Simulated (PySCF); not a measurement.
## CH11Al3N4

CH11Al3N4 is a molecule, neutral, singlet. The structure, one conformer, was relaxed in the gas phase by PBE0-D3(BJ)/def2-SVP. No frequency run checks that it is a minimum.

SMILES: N#[C][AlH-]1[NH2+][AlH2-][NH2+][AlH2-][NH2+]1

```xyz
19

N     0.353    1.253    1.376
Al    1.693   -0.124    0.918
N     0.576   -1.544    0.179
Al   -0.049   -1.198   -1.647
N    -0.446    0.739   -1.499
Al   -1.167    1.360    0.181
C    -2.239   -0.132    0.905
N    -2.706   -1.071    1.406
H     0.851    2.145    1.434
H     0.001    1.087    2.324
H     2.418   -0.612    2.251
H     2.503    0.536   -0.296
H     1.136   -2.401    0.160
H    -0.223   -1.765    0.783
H    -1.436   -1.923   -1.938
H     1.208   -1.374   -2.614
H     0.416    1.246   -1.721
H    -1.092    0.975   -2.258
H    -1.816    2.802    0.084
```
(Å; atoms numbered from 1)

Shieldings: GIAO PBE0/pcSseg-1. Shifts are against computed references at the same level: C TMS (σ 184.4 ppm), H TMS (σ 31.27 ppm). Core levels by delta-SCF with SCAN, pcX-2 on the ionised atom and pcseg-1 elsewhere, spin-free X2C (2p3/2 is the spin-free 2p value less a third of a first-order spin-orbit splitting); from the vacuum level, for chosen atoms.

Problem. Give the shieldings and core levels atom by atom.

Solution. 
| atoms | bonded to | σ (ppm) | δ (ppm) | core level (eV) |
| --- | --- | --- | --- | --- |
| N1 | 2 Al + 2 H | 237.5 | - | 1s 406.16 |
| Al2 | 2 N + 2 H | 430.6 | - | 2p3/2 80.09 |
| N3 | 2 Al + 2 H | 238.4 | - | - |
| Al4 | 2 N + 2 H | 426.0 | - | - |
| N5 | 2 Al + 2 H | 240.4 | - | 1s 406.02 |
| Al6 | 1 C + 2 N + 1 H | 454.2 | - | 2p3/2 80.77 |
| C7 | 1 Al + 1 N | 44.1 | 140.3 | 1s 291.25 |
| N8 | 1 C | -105.3 | - | - |
| H9 | 1 N | 30.83 | 0.44 | - |
| H10 | 1 N | 30.37 | 0.90 | - |
| H11 | 1 Al | 26.96 | 4.31 | - |
| H12 | 1 Al | 27.09 | 4.18 | - |
| H13 | 1 N | 31.18 | 0.09 | - |
| H14 | 1 N | 28.93 | 2.34 | - |
| H15 | 1 Al | 26.82 | 4.45 | - |
| H16 | 1 Al | 27.00 | 4.27 | - |
| H17 | 1 N | 30.07 | 1.19 | - |
| H18 | 1 N | 31.05 | 0.22 | - |
| H19 | 1 Al | 27.32 | 3.95 | - |

Values are those of this one static structure; atoms that internal rotation interchanges would show their mean in an NMR spectrum.

The core-hole state of C7 is spin-contaminated (⟨S²⟩ 0.83 against 0.75 for a pure doublet), so that value and differences from it are less sure.

Problem. By CAM-B3LYP/def2-SVPD (TDDFT singlets, Tamm-Dancoff triplets, ionisation by delta-SCF), where does absorption start, and what does vertical ionisation take?

Solution. The lowest singlet lies at 6.63 eV (f 0.003), the strongest of the first 6 at 7.12 eV (f 0.021), the lowest triplet at 5.83 eV; vertical ionisation takes 10.11 eV.

The 3 runs behind this took 6.7 min in all, one thread each of AMD EPYC 9R45 96-Core on a shared host, launched as `OMP_NUM_THREADS=1 python cluster_run.py task.json out`.
